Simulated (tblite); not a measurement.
C6H8ClO (doublet state).
Z-matrix (Å and degrees, GFN2-xTB geometry), rows numbered from 1:
```
C 
C   1  1.2836
Cl  2  1.8129  1  119.10
O   2  1.3315  1  132.87  3   179.61
C   4  1.4177  2  114.47  1     0.32
C   5  1.5055  4  110.98  2  -177.07
C   6  1.3214  5  122.59  4    -1.11
C   6  1.4985  5  113.75  4   178.95
H   1  1.0580  2  141.54  3     0.47
H   5  1.1008  4  109.22  2   -55.57
H   5  1.1009  4  109.33  2    61.41
H   7  1.0748  6  121.56  5    -0.01
H   7  1.0762  6  121.44  5  -180.00
H   8  1.0859  6  110.54  5  -179.66
H   8  1.0897  6  110.44  5    59.89
H   8  1.0896  6  110.45  5   -59.20
```

The geometry is computed with GFN2-xTB (gas phase). This method treats the open shell by occupation alone, without spin polarisation.

Take the most abundant isotopes and a rigid rotor. The values belong to one conformer with, in the numbering `[H]/[C:1]=[C:2](\[Cl:3])[O:4][CH2:5][C:6](=[CH2:7])[CH3:8]`, C1–C2–O4–C5 0°, C2–O4–C5–C6 -177°, O4–C5–C6–C7 -1°.

(1) What are A, B and C (GHz)?

(2) Classify the top.

(3) Is it planar, by Δ = Ic − Ia − Ib?

(4) Give the coordinates in the principal-axis frame, origin at the centre of mass.

(5) Where do the levels up to J = 4 lie, in MHz?

Answers

(1) Ia = 119.26, Ib = 646.44, Ic = 759.29 u·Å²; 505379 MHz·u·Å²/I gives 4238, 781.8 and 665.6 MHz, that is A = 4.2376, B = 0.7818, C = 0.6656 GHz.

(2) A near-prolate asymmetric top: κ = (2 × 781.8 − 4238 − 665.6)/(4238 − 665.6) = -0.93.

(3) Not planar: Δ = Ic − Ia − Ib = -6.41 u·Å². For a rigid frame Δ = −2 Σ m c², so Σ m c² = 3.20 u·Å² lies off the ab plane: 3.15 from hydrogen and 0.05 from heavier atoms. The atom farthest from that plane is 0.94 Å away.

(4) The sense of each axis is arbitrary; atoms in the order of the calculation.
```csv
atom,mass (u),a (Å),b (Å),c (Å)
C1,12.000,1.503,1.797,0.026
C2,12.000,1.246,0.539,-0.002
Cl3,34.969,2.621,-0.642,0.006
O4,15.995,0.108,-0.152,-0.030
C5,12.000,-1.064,0.645,-0.039
C6,12.000,-2.300,-0.213,0.000
C7,12.000,-2.249,-1.533,0.015
C8,12.000,-3.578,0.570,0.019
H9,1.008,2.314,2.476,0.049
H10,1.008,-1.047,1.323,0.829
H11,1.008,-1.070,1.274,-0.942
H12,1.008,-1.313,-2.061,0.000
H13,1.008,-3.145,-2.129,0.043
H14,1.008,-4.433,-0.098,0.053
H15,1.008,-3.655,1.194,-0.871
H16,1.008,-3.610,1.226,0.888
```

(5) Above 0(0,0):
J = 1: 1(0,1) 1447, 1(1,1) 4903, 1(1,0) 5019
J = 2: 2(0,2) 4339, 2(1,2) 7682, 2(1,1) 8030, 2(2,1) 18398, 2(2,0) 18401
J = 3: 3(0,3) 8670, 3(1,3) 11848, 3(1,2) 12545, 3(2,2) 22740, 3(2,1) 22754, 3(3,1) 40311, 3(3,0) 40311
J = 4: 4(0,4) 14431, 4(1,4) 17399, 4(1,3) 18561, 4(2,3) 28527, 4(2,2) 28570, 4(3,2) 46107, 4(3,1) 46107, 4(4,1) 70699, 4(4,0) 70699
Those of J = 1 are B + C, A + C and A + B.

For this open shell read J as N, the rotation without spin; fine and hyperfine splittings come on top. Its GFN2-xTB frequencies are all real (lowest 23 cm⁻¹). Constants of a rigid frame at the computed geometry: no zero-point averaging, no centrifugal distortion.

Run on AMD EPYC 7R43, one thread, shared host with 256 logical CPUs at a one-minute load of 72. This is the geometry optimisation.
